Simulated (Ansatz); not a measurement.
Relaxation of Ga₇P₇H₂₀, a nanocrystal cut from zinc blende GaP (hydrogen-capped) with RKS PBE-D4/def2-SVP.

```sh
$ ansatz run in.yaml --threads 2 --pin off --events-out ev --progress --plain --max-ram 32768MiB --backend cuda --devices 0, --max-vram 18GiB
```

```yaml
crystal:
  periodic: [false, false, false]
  atoms:
    - {symbol: Ga, position_ang: [0.749280, -3.622150, 0.750490]}
    - {symbol: Ga, position_ang: [-2.267700, 2.270850, -2.265000]}
    - {symbol: Ga, position_ang: [0.816150, -0.822690, -2.038870]}
    - {symbol: Ga, position_ang: [-2.043160, -0.818320, 0.820730]}
    - {symbol: Ga, position_ang: [0.753420, -0.757470, 3.614930]}
    - {symbol: Ga, position_ang: [0.820670, 2.036380, 0.823650]}
    - {symbol: Ga, position_ang: [3.617060, -0.748620, 0.747200]}
    - {symbol: P, position_ang: [-3.344270, 0.732700, -0.726820]}
    - {symbol: P, position_ang: [-0.628200, -2.096400, -0.621240]}
    - {symbol: P, position_ang: [2.000720, -2.001400, 1.993440]}
    - {symbol: P, position_ang: [-0.729040, 0.728620, -3.340810]}
    - {symbol: P, position_ang: [-0.724750, 3.343210, -0.725950]}
    - {symbol: P, position_ang: [2.091850, 0.624270, -0.626800]}
    - {symbol: P, position_ang: [-0.625240, 0.620840, 2.096830]}
    - {symbol: H, position_ang: [1.642420, -4.369080, -0.283560]}
    - {symbol: H, position_ang: [-0.278790, -4.366450, 1.650400]}
    - {symbol: H, position_ang: [-3.169860, 3.171960, -3.168390]}
    - {symbol: H, position_ang: [1.603880, -1.612550, -3.130640]}
    - {symbol: H, position_ang: [-3.138780, -1.604240, 1.607240]}
    - {symbol: H, position_ang: [-0.276600, -1.654400, 4.361090]}
    - {symbol: H, position_ang: [1.651130, 0.271410, 4.360880]}
    - {symbol: H, position_ang: [1.612000, 3.126460, 1.610100]}
    - {symbol: H, position_ang: [4.365600, -1.643310, -0.282910]}
    - {symbol: H, position_ang: [4.359760, 0.282080, 1.645730]}
    - {symbol: H, position_ang: [-4.282590, 0.012340, -1.450830]}
    - {symbol: H, position_ang: [-4.272320, 1.462230, 0.001420]}
    - {symbol: H, position_ang: [-1.489190, -2.768260, -1.481600]}
    - {symbol: H, position_ang: [2.803290, -2.800870, 2.794230]}
    - {symbol: H, position_ang: [-1.456620, 0.017220, -4.283840]}
    - {symbol: H, position_ang: [-0.000090, 1.463480, -4.264860]}
    - {symbol: H, position_ang: [0.005140, 4.266260, -1.461170]}
    - {symbol: H, position_ang: [-1.447170, 4.286820, -0.010150]}
    - {symbol: H, position_ang: [2.764200, 1.485730, -1.487110]}
    - {symbol: H, position_ang: [-1.482210, 1.483350, 2.772180]}
basis:
  gaussian: {orbitals: def2-SVP, fitting: {mean_field: def2-universal-jkfit}}
hamiltonian: {xc: pbe, dispersion: d4}
scf: {lower_state_search: "off"}
output: {orbitals: {seedname: orbitals}}
relax: {f_tol: 0.03, max_steps: 70}
```

It took 17 s on 2 threads of AMD EPYC 7R13 on a shared host and a share (18 GiB) of an NVIDIA H100 80GB HBM3, peak host memory 0.97 GiB.

Positions (Å) and forces (eV/Å) at steps 1, 2, 4 of 4:

```xyz
34
step=1 energy=-431849.3857 eV
Ga    0.749   -3.622    0.750   -0.035    0.129   -0.060
Ga   -2.268    2.271   -2.265    0.296   -0.293    0.285
Ga    0.816   -0.823   -2.039   -0.338    0.329    0.221
Ga   -2.043   -0.818    0.821    0.215    0.329   -0.339
Ga    0.753   -0.757    3.615   -0.053    0.046   -0.123
Ga    0.821    2.036    0.824   -0.348   -0.227   -0.346
Ga    3.617   -0.749    0.747   -0.124    0.040   -0.050
P    -3.344    0.733   -0.727    1.535   -0.123    0.124
P    -0.628   -2.096   -0.621    0.697    0.973    0.688
P     2.001   -2.001    1.993   -0.742    0.728   -0.736
P    -0.729    0.729   -3.341    0.105   -0.105    1.522
P    -0.725    3.343   -0.726    0.108   -1.524    0.112
P     2.092    0.624   -0.627   -0.968   -0.688    0.686
P    -0.625    0.621    2.097    0.691   -0.674   -0.968
H     1.642   -4.369   -0.284    0.236   -0.135   -0.236
H    -0.279   -4.366    1.650   -0.246   -0.143    0.248
H    -3.170    3.172   -3.168   -0.065    0.069   -0.067
H     1.604   -1.613   -3.131    0.078   -0.077   -0.158
H    -3.139   -1.604    1.607   -0.157   -0.077    0.078
H    -0.277   -1.654    4.361   -0.243   -0.245    0.141
H     1.651    0.271    4.361    0.247    0.249    0.145
H     1.612    3.126    1.610    0.084    0.168    0.087
H     4.366   -1.643   -0.283    0.143   -0.244   -0.245
H     4.360    0.282    1.646    0.142    0.247    0.247
H    -4.283    0.012   -1.451   -0.595   -0.568   -0.630
H    -4.272    1.462    0.001   -0.586    0.631    0.572
H    -1.489   -2.768   -1.482   -0.539   -0.519   -0.540
H     2.803   -2.801    2.794    0.590   -0.587    0.587
H    -1.457    0.017   -4.284   -0.622   -0.563   -0.591
H     0.000    1.463   -4.265    0.569    0.623   -0.576
H     0.005    4.266   -1.461    0.567    0.575   -0.624
H    -1.447    4.287   -0.010   -0.621    0.594    0.563
H     2.764    1.486   -1.487    0.512    0.532   -0.532
H    -1.482    1.483    2.772   -0.529    0.529    0.516
34
step=2 energy=-431849.7230 eV
Ga    0.728   -3.635    0.729    0.031    0.188    0.026
Ga   -2.231    2.234   -2.228    0.142   -0.140    0.139
Ga    0.792   -0.801   -2.052   -0.047    0.051    0.041
Ga   -2.053   -0.797    0.798    0.037    0.043   -0.042
Ga    0.732   -0.736    3.631    0.026   -0.026   -0.190
Ga    0.796    2.048    0.799   -0.047   -0.038   -0.049
Ga    3.630   -0.729    0.726   -0.189   -0.026    0.028
P    -3.288    0.716   -0.707    0.428    0.055   -0.065
P    -0.596   -2.024   -0.591    0.071   -0.040    0.067
P     1.932   -1.934    1.928   -0.031    0.033   -0.035
P    -0.712    0.716   -3.287   -0.055    0.044    0.432
P    -0.708    3.289   -0.712   -0.058   -0.427   -0.052
P     2.017    0.591   -0.596    0.047   -0.073    0.075
P    -0.593    0.590    2.024    0.069   -0.070    0.047
H     1.656   -4.370   -0.314    0.021   -0.012   -0.045
H    -0.308   -4.368    1.664   -0.050   -0.016    0.023
H    -3.136    3.141   -3.135   -0.005    0.003   -0.002
H     1.572   -1.582   -3.170    0.015   -0.016    0.006
H    -3.174   -1.575    1.578    0.007   -0.017    0.017
H    -0.306   -1.668    4.365   -0.048   -0.022    0.013
H     1.663    0.303    4.366    0.024    0.049    0.015
H     1.579    3.165    1.580    0.019   -0.004    0.018
H     4.368   -1.658   -0.314    0.013   -0.024   -0.048
H     4.361    0.311    1.659    0.016    0.049    0.023
H    -4.218   -0.001   -1.499   -0.237   -0.176   -0.136
H    -4.210    1.512    0.017   -0.236    0.139    0.177
H    -1.439   -2.795   -1.434   -0.204   -0.112   -0.200
H     2.752   -2.750    2.744    0.254   -0.256    0.253
H    -1.501    0.000   -4.220   -0.140   -0.173   -0.239
H     0.016    1.511   -4.205    0.176    0.140   -0.235
H     0.019    4.207   -1.509    0.177    0.234   -0.138
H    -1.496    4.224    0.004   -0.136    0.236    0.175
H     2.787    1.435   -1.439    0.111    0.202   -0.202
H    -1.433    1.432    2.799   -0.200    0.199    0.106
34
step=4 energy=-431849.7852 eV
Ga    0.727   -3.614    0.727    0.017   -0.001    0.017
Ga   -2.209    2.212   -2.207   -0.005    0.006   -0.006
Ga    0.790   -0.796   -2.047    0.003   -0.002    0.001
Ga   -2.048   -0.794    0.795    0.001   -0.003    0.003
Ga    0.731   -0.733    3.611    0.017   -0.017    0.002
Ga    0.795    2.044    0.795    0.004   -0.001    0.002
Ga    3.612   -0.730    0.726    0.002   -0.017    0.016
P    -3.292    0.709   -0.701   -0.011   -0.007    0.007
P    -0.614   -2.033   -0.609   -0.003    0.004   -0.003
P     1.968   -1.970    1.964   -0.005    0.005   -0.004
P    -0.706    0.707   -3.291    0.007   -0.007   -0.011
P    -0.701    3.292   -0.704    0.007    0.011    0.007
P     2.030    0.608   -0.611   -0.005    0.003   -0.003
P    -0.609    0.608    2.033   -0.003    0.003   -0.004
H     1.649   -4.351   -0.326   -0.004    0.001   -0.005
H    -0.322   -4.351    1.653   -0.005    0.001   -0.004
H    -3.117    3.121   -3.114    0.005   -0.005    0.005
H     1.584   -1.591   -3.149   -0.001    0.001    0.006
H    -3.151   -1.587    1.590    0.006    0.000    0.000
H    -0.319   -1.658    4.348   -0.005    0.004   -0.001
H     1.655    0.317    4.349   -0.004    0.005   -0.001
H     1.592    3.144    1.591   -0.001   -0.006   -0.001
H     4.351   -1.653   -0.325   -0.001    0.004   -0.004
H     4.347    0.321    1.651   -0.001    0.004   -0.004
H    -4.238   -0.024   -1.488    0.000    0.002   -0.002
H    -4.230    1.499    0.037    0.000    0.002   -0.002
H    -1.477   -2.784   -1.472    0.001    0.002    0.001
H     2.797   -2.799    2.791   -0.005    0.004   -0.005
H    -1.492   -0.024   -4.238   -0.002    0.002    0.000
H     0.035    1.498   -4.227   -0.003    0.002    0.000
H     0.039    4.229   -1.494   -0.003    0.000   -0.002
H    -1.485    4.240    0.029   -0.002    0.000   -0.002
H     2.780    1.471   -1.475   -0.002   -0.001    0.001
H    -1.471    1.471    2.786    0.001   -0.001   -0.002
```

Single mean-field runs in def2-SVP are fitted with def2-universal-jkfit.
